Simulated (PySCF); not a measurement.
A calculated (PBE0, PySCF 2.14, x2c-SVPall, the spin-free X2C one-electron Hamiltonian (Gaussian nucleus)) atom or ion has these occupied shells.

```csv
shell,electrons,orbital energy (eV),"rms radius, mean of both spins (bohr)"
1s α,1,-724.85,0.204
1s β,1,-721.53,0.204
2s α,1,-74.407,1.02
2s β,1,-65.094,1.02
2p α,3,-54.958,0.995
```

Q: Name the element and its charge.

A: F²⁺ (fluorine, charge +2), in [He] 2s2 2p3, high-spin 4S determinant.
